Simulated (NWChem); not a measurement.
Species: C₂H₇S cation; SMILES CC[SH2+]

```xyz
10

C      0.3499    -1.6839     0.0000
C     -0.6648    -0.5614     0.0000
S      0.0497     1.1574     0.0000
H      0.9900    -1.6756    -0.9046
H      0.9900    -1.6756     0.9046
H     -0.2096    -2.6422     0.0000
H     -1.3216    -0.5405    -0.8950
H     -1.3216    -0.5405     0.8950
H      0.9834     1.0144     0.9973
H      0.9834     1.0144    -0.9973
```
Atoms are numbered in this order, from 1.

All runs: NWChem. Medium grid unless said otherwise, to which SCAN and Minnesota functionals are sensitive. Structure relaxed at the PBE-D3(BJ)/def2-SVP level. Hybrids' shares of exact exchange are those that their runs print; pure functionals count as 0. The functionals differ in more than this share.

```csv
row,share of exact exchange,orbital gap (eV)
PBE/def2-SVP,0.00,7.06
"LDA (Slater exchange, VWN5)/def2-SVP",0.00,6.96
B3LYP/def2-SVP,0.20,9.02
M06/def2-SVP,0.27,9.26
MPW1K/def2-SVP,0.43,withheld
```

Question: Fit a straight line of the last column on the one before it, predict the withheld value, and compare with the run.

Answer: 
1. Means of the 4 shown rows: x = 0.118, y = 8.075. Slope Σ(x − x̄)(y − ȳ)/Σ(x − x̄)² = 0.5090/0.05768 = 8.824; intercept 7.038.
2. The shown rows scatter about the line by 0.141 (root mean square); the largest residual is +0.22, at B3LYP/def2-SVP.
3. At x = 0.43 (MPW1K/def2-SVP; beyond the shown range) the line gives 10.83.
4. The run gives 11.28, +0.45 from the line, 3.2 times the scatter.
